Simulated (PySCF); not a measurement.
CH₃O (SMILES [CH2]O), doublet, at a GFN2-xTB geometry. Base run: PySCF with MP2/6-311G**.

PySCF was given this input:
```python
from pyscf import gto, scf, mp

mol = gto.M(
    atom='''
C    -0.634119    0.245346    0.097239
O     0.590776   -0.335222   -0.063726
H    -1.457005   -0.424712   -0.044856
H    -0.748046    1.304954   -0.034532
H     1.283558    0.329461    0.005765
''',
    basis='6-311g**',
    charge=0,
    spin=1,
    verbose=4,
)

mf = scf.UHF(mol)
mf.kernel()

pt = mp.MP2(mf, frozen=2)
pt.kernel()
print('E(MP2) = %.10f' % pt.e_tot)
```

Each row names what was changed in the base input (with any setting that the change needs).

| change | basis functions | E (Eh) | MP2 correlation (Eh) | SCF-reference HOMO (eV) | SCF-reference dipole (D) |
|---|---|---|---|---|---|
| base | 54 | -114.77843 | -0.33066 | -9.05 | 1.71 |
| basis = STO-3G | 13 | -112.98653 | -0.07393 | -7.25 | 1.42 |
| basis = 6-31G | 24 | -114.55629 | -0.19480 | -9.21 | 2.14 |
| basis = 6-31G* | 34 | -114.69154 | -0.28499 | -8.97 | 1.75 |
| basis = pc-1 | 43 | -114.69598 | -0.31020 | -9.07 | 1.76 |
| basis = def2-SVP | 43 | -114.63509 | -0.30765 | -9.08 | 1.73 |
| basis = 6-31G** | 43 | -114.71978 | -0.30230 | -8.97 | 1.73 |
| basis = 6-311+G(2d,p) | 72 | -114.80995 | -0.35478 | -9.15 | 1.68 |
| basis = aug-pcseg-1 | 73 | -114.71771 | -0.32346 | -9.10 | 1.60 |
| basis = def2-TZVP | 80 | -114.84866 | -0.38284 | -9.13 | 1.66 |
| basis = cc-pVTZ | 102 | -114.85545 | -0.39302 | -9.09 | 1.60 |
| basis = def2-TZVPD | 104 | -114.85317 | -0.38595 | -9.16 | 1.60 |
| basis = def2-TZVPP | 104 | -114.85980 | -0.39162 | -9.13 | 1.62 |

Totals compare only among sets that treat the same electrons; sets with core potentials leave the core out.

Open shells are given as the SCF converged; they aren't shown to be the lowest states, and a large step between rows can be another state.
